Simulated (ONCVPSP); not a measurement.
Configuration tests for silver (ONCV)

```json
{
 "Element": "Ag (Z = 47)",
 "Generator": "ONCVPSP 4.0.1",
 "Type": "optimised norm-conserving Vanderbilt (ONCV)",
 "Functional": "LDA (Perdew-Wang 92)",
 "Relativity": "scalar-relativistic",
 "Frozen core": "[Ar] 3d10",
 "Valence charge": "19",
 "Reference configuration": "4s2 4p6 4d10 5s1",
 "Partial waves": "4s+5s: rc 1.50 bohr, ncon 4, nbas 8, qcut 6.6 1/bohr, 2 projectors; 4p: rc 1.65 bohr, ncon 3, nbas 7, qcut 8.5 1/bohr, 1 projector; 4d: rc 1.15 bohr, ncon 4, nbas 8, qcut 8.1 1/bohr, 1 projector",
 "Local potential": "polynomial inside 1.00 bohr (lpopt 1, dvloc0 3 Ha)",
 "Core correction": "none"
}
```

Energies are relative to the spin-unpolarised reference configuration 4s2 4p6 4d10 5s1; without spin polarisation the order of configurations can differ from experiment.

**Question.** Give the all-electron excitation energy and the error of the potential for: 4s2 4p6 4d10 5s0; 4s2 4p6 4d9 5s0; 4s2 4p6 4d8 5s0; 4s2 4p6 4d10 5s0.5.

**Answer.**

```tsv
valence configuration	charge	ΔE all-electron (eV)	error AE − PS (meV)
4s2 4p6 4d10 5s0	+1	8.095	-1.7
4s2 4p6 4d9 5s0	+2	30.480	-1.8
4s2 4p6 4d8 5s0	+3	66.919	+5.1
4s2 4p6 4d10 5s0.5	+0.5	3.182	-0.6
```
